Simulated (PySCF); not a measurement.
Molecule: SMILES [SiH3][Si]([SiH3])([SiH3])[SiH3], H12Si5.

Molfile (atoms numbered from 1):
```
H12Si5
     RDKit          3D

 17 16  0  0  0  0  0  0  0  0999 V2000
   -0.2051   -1.0250   -2.0945 Si  0  0  0  0  0  4  0  0  0  0  0  0
   -0.0092    0.0087   -0.0012 Si  0  0  0  0  0  4  0  0  0  0  0  0
   -0.1314    2.3333   -0.2594 Si  0  0  0  0  0  4  0  0  0  0  0  0
   -1.7286   -0.7353    1.4047 Si  0  0  0  0  0  4  0  0  0  0  0  0
    2.0518   -0.5632    0.9558 Si  0  0  0  0  0  4  0  0  0  0  0  0
   -1.5219   -0.6845   -2.7166 H   0  0  0  0  0  0  0  0  0  0  0  0
   -0.1134   -2.5103   -1.9433 H   0  0  0  0  0  0  0  0  0  0  0  0
    0.8912   -0.5607   -2.9999 H   0  0  0  0  0  0  0  0  0  0  0  0
    0.0276    3.0078    1.0660 H   0  0  0  0  0  0  0  0  0  0  0  0
   -1.4537    2.7187   -0.8425 H   0  0  0  0  0  0  0  0  0  0  0  0
    0.9562    2.8013   -1.1735 H   0  0  0  0  0  0  0  0  0  0  0  0
   -3.0619   -0.3899    0.8215 H   0  0  0  0  0  0  0  0  0  0  0  0
   -1.6439   -2.2194    1.5720 H   0  0  0  0  0  0  0  0  0  0  0  0
   -1.6086   -0.0910    2.7491 H   0  0  0  0  0  0  0  0  0  0  0  0
    2.1346   -2.0447    1.1446 H   0  0  0  0  0  0  0  0  0  0  0  0
    3.1746   -0.1249    0.0704 H   0  0  0  0  0  0  0  0  0  0  0  0
    2.1992    0.1024    2.2873 H   0  0  0  0  0  0  0  0  0  0  0  0
  1  2  1  0
  2  3  1  0
  2  4  1  0
  2  5  1  0
  1  6  1  0
  1  7  1  0
  1  8  1  0
  3  9  1  0
  3 10  1  0
  3 11  1  0
  4 12  1  0
  4 13  1  0
  4 14  1  0
  5 15  1  0
  5 16  1  0
  5 17  1  0
M  END
```

Geometry PBE0-D3(BJ)/def2-SVP throughout; GIAO in PySCF, gas phase, one conformer, non-relativistic; equivalent atoms averaged; functional PBE0.

For orientation, STO-3G gives these absolute shieldings σ: Si1/Si3/Si4/Si5 593.5, Si2 611.1, H6/H7/H8/H9/H10/H11/H12/H13/H14/H15/H16/H17 31.14 ppm.

A run gave: Si1/Si3/Si4/Si5 506.8, Si2 550.5, H6/H7/H8/H9/H10/H11/H12/H13/H14/H15/H16/H17 27.56 ppm (absolute shieldings σ).

Question: Which basis set was used in that run?
A. cc-pVDZ
B. aug-cc-pVDZ
C. pcSseg-1
D. def2-SVP

Answer: A. Si2 tells them apart best: cc-pVDZ gives 550.5, def2-SVP gives 559.9, aug-cc-pVDZ gives 558.3, pcSseg-1 gives 511.1 ppm.
